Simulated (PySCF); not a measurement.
Al(F)(NCO)(OMe) (C₂H₃AlFNO₂), SMILES [O](C)[Al]([F])[N]=C=O.

Geometry optimised at ωB97X-D3(BJ)/def2-SVP. The structure was generated by enumeration; whether it is a known compound was not checked. One conformer was computed; it need not be the lowest.

Two levels are set side by side: PBE/def2-TZVP (PySCF) and B3LYP/def2-TZVP (PySCF). Same geometry, gas phase. Differences are taken from unrounded values.

| quantity | B3LYP |
|---|---|
| orbital gap (eV) | 7.28 |
| highest occupied level (eV) | -8.43 |
| lowest empty level (eV) | -1.15 |
| dipole moment (D) | 2.24 |
| mean polarisability (bohr³) | 55.1 |

Question: What does PBE give, and how far is it from B3LYP? (Estimate from the structure and the level; the computed values follow.)

Answer: 
```
quantity                       PBE  PBE minus B3LYP
---------------------------  -----  ---------------
orbital gap (eV)              5.43            -1.85
highest occupied level (eV)  -7.14             1.30
lowest empty level (eV)      -1.70            -0.55
dipole moment (D)             2.17            -0.08
mean polarisability (bohr³)   57.9              2.9
```

PBE's occupied levels lie high since its potential decays too fast outside the molecule; exact exchange lowers them and widens the gap. Loosely held outer electrons make PBE densities more polarisable. Differences between two approximate levels are no errors against the true value.

Rough cost on one machine, each run with all the roots and properties that it gave: B3LYP against PBE within a factor of 2.
